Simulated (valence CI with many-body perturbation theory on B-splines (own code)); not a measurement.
Tc XIII: electric-dipole lines

Method: valence CI with perturbative core correlation (CI+MBPT): three valence electrons over a frozen Dirac-Fock core [Ar] 3d10, radial functions for each j: 11 s, 11 p, 10 d, 8 f, 5 g, 2 h, with the one-electron correlation potential Σ1, the two-electron term Σ2, the three-electron term Σ3, Breit, model QED; selected CI, second order for the rest, scaled by the run's own slope (own B-spline code, finite nucleus).

No measured spectrum was set against this ion. As an estimate, levels hold to about 250 cm⁻¹ or 0.2 % of their energy and the worst to 1 %, as in measured heavy ions of charge 2 to 7; those with d or f electrons hold less well.

Lines 1 to 50 of 538 in falling wavelength, among levels below 1390500 cm⁻¹, chosen from the strongest by gf and those to the six lowest levels. Wavelengths and rates use the calculated energies, so an error of 1000 cm⁻¹ moves a line at 1966 Å by 2 % and its rate by three times that or more. Electric multipoles are in the length gauge, E1 and E2 with the static RPA response of the core. Weak lines are less certain than strong ones. Lines between different terms over intervals too small for the method are left out, as are lines whose strength nearly cancels. Where a level lies close to another of its J and parity, the split of strength between their lines is uncertain. The highest levels of a list are the least certain.

Names give the largest LS component (configuration and term), which can be under half, so a name can repeat, a term be missing and a line seem to break the LS rules; names also repeat where a configuration has a term twice. Letters in brackets count levels of one name in rising energy.

```
λ vac (Å)               Upper               Lower   A (s⁻¹)  log gf  Branch %
     1966       4s²6p ²P°_1/2        4s²6s ²S_1/2  5.50e+08   -0.20       1.1
     1894        4s²5g ²G_9/2       4s²5f ²F°_7/2  3.80e+08    0.31       0.2
     1889        4s²5g ²G_7/2       4s²5f ²F°_5/2  3.68e+08    0.20       0.2
     1056   4s4p5p ²D_3/2 [a]  4s4p5s ²P°_3/2 [a]  5.20e+08   -0.46       0.6
    986.5       4s4p5p ⁴D_3/2      4s4p5s ⁴P°_3/2  9.87e+08   -0.24       1.3
    986.1       4s4p5p ⁴D_1/2      4s4p5s ⁴P°_1/2  1.46e+09   -0.37       1.9
    977.9   4s4p5p ²P_1/2 [a]  4s4p5s ²P°_1/2 [a]  1.24e+09   -0.45       1.4
    973.9   4s4p5p ²P_1/2 [b]  4s4p5s ²P°_3/2 [b]  1.25e+09   -0.45       1.1
    961.3   4s4p5p ²D_3/2 [b]  4s4p5s ²P°_3/2 [b]  1.20e+09   -0.18       1.1
    949.5   4s4p5p ²D_3/2 [b]  4s4p5s ²P°_1/2 [b]  6.81e+08   -0.43       0.7
    943.2       4s²5p ²P°_1/2        4s²5s ²S_1/2  1.88e+09   -0.30       3.3
    928.5       4s4p5p ⁴S_3/2  4s4p5s ²P°_3/2 [a]  8.85e+08   -0.34       1.3
    913.4   4s4p5p ²D_3/2 [a]      4s4p5s ⁴P°_5/2  9.77e+08   -0.31       1.2
    899.8       4s4p5p ⁴P_1/2      4s4p5s ⁴P°_3/2  2.00e+09   -0.31       3.2
    899.4       4s4p5p ⁴P_5/2      4s4p5s ⁴P°_5/2  1.80e+09    0.12       2.7
    898.3   4s4p5p ⁴P_3/2 [b]  4s4p5s ²P°_1/2 [a]  1.02e+09   -0.31       1.3
    882.9   4s4p5p ²D_5/2 [a]  4s4p5s ²P°_3/2 [a]  1.95e+09    0.13       2.3
    869.4   4s4p5p ²D_5/2 [b]  4s4p5s ²P°_3/2 [b]  2.43e+09    0.22       2.4
    865.4       4s4p5p ²P_3/2  4s4p5s ²P°_3/2 [b]  8.48e+08   -0.42       0.8
    859.3       4s4p5p ⁴D_7/2      4s4p5s ⁴P°_5/2  2.77e+09    0.39       4.5
    855.8       4s4p5p ²P_3/2  4s4p5s ²P°_1/2 [b]  1.72e+09   -0.12       1.7
    854.4       4s4p5p ⁴D_5/2      4s4p5s ⁴P°_3/2  2.10e+09    0.14       2.6
    841.7       4s²5p ²P°_3/2        4s²5s ²S_1/2  2.61e+09    0.04       4.6
    835.6   4s4p4f ²D_5/2 [b]      4s4p5s ⁴P°_3/2  6.44e+08   -0.39       0.6
    834.9   4s4p5p ⁴P_3/2 [a]      4s4p5s ⁴P°_1/2  1.86e+09   -0.11       2.0
    816.4       4s4p5p ⁴S_3/2      4s4p5s ⁴P°_5/2  1.59e+09   -0.20       2.3
    804.3   4s4p5p ²S_1/2 [b]  4s4p5s ²P°_1/2 [b]  2.13e+09   -0.38       1.9
    799.5   4s4p5p ⁴P_3/2 [b]      4s4p5s ⁴P°_3/2  1.11e+09   -0.37       1.5
    792.9   4s4p5p ²S_1/2 [a]  4s4p5s ²P°_3/2 [a]  2.91e+09   -0.26       3.3
    780.9   4s4p5p ²D_5/2 [a]      4s4p5s ⁴P°_5/2  6.51e+08   -0.45       0.8
    654.9      4s4p5d ⁴D°_7/2       4s4p5p ⁴P_5/2  7.54e+08   -0.41       1.7
    629.8      4s4p5d ⁴D°_3/2   4s4p5p ⁴P_3/2 [b]  1.85e+09   -0.36       3.7
    598.6   4p4d² ⁴F°_5/2 [a]   4s4p5p ⁴P_3/2 [b]  3.04e+09   -0.01       3.7
    598.4      4s4p5d ⁴D°_5/2        4s4d² ²P_3/2  1.53e+09   -0.31       3.6
    596.0        4s²5d ²D_5/2       4s²5p ²P°_3/2  9.16e+09    0.47      20.2
    595.8      4s4p5d ⁴D°_3/2   4s4p5p ²P_1/2 [a]  2.74e+09   -0.23       5.5
    595.2   4p4d² ⁴F°_5/2 [b]   4s4p5p ⁴P_3/2 [b]  3.88e+09    0.09       4.9
    592.8      4s4p5d ⁴D°_7/2   4s4p4f ²D_5/2 [b]  2.22e+09   -0.03       4.9
    591.0      4s4p5d ⁴D°_5/2   4s4p5p ⁴P_3/2 [a]  6.99e+09    0.34      16.4
    583.9      4s4p5d ⁴D°_1/2       4s4p5p ⁴P_1/2  6.67e+09   -0.17      10.8
    583.7      4s4p5d ⁴D°_7/2       4s4p5p ⁴D_5/2  8.03e+09    0.52      17.8
    582.5       4s²5f ²F°_7/2        4s²5d ²D_5/2  1.29e+10    0.72      40.7
    578.9      4s4p5d ⁴D°_3/2       4s4p5p ⁴P_1/2  2.59e+09   -0.28       5.2
    574.6       4s²5f ²F°_5/2        4s²5d ²D_3/2  1.26e+10    0.57      41.3
    574.3  4s4p5d ⁴F°_3/2 [b]   4s4p5p ²P_1/2 [a]  5.21e+09    0.01      15.3
    561.3        4s²5d ²D_3/2       4s²5p ²P°_1/2  8.80e+09    0.22      19.4
    552.3   4p²4f ⁴G°_5/2 [b]       4s4p5p ⁴D_3/2  2.42e+09   -0.18       2.8
    543.9  4s4p5d ⁴F°_3/2 [a]       4s4p5p ⁴D_1/2  9.48e+09    0.23      23.0
    541.9      4s4p5d ²D°_5/2       4s4p5p ⁴D_3/2  7.11e+09    0.27      16.9
    529.8  4s4p5d ⁴F°_3/2 [b]       4s4p5p ⁴D_3/2  3.61e+09   -0.22      10.6
```
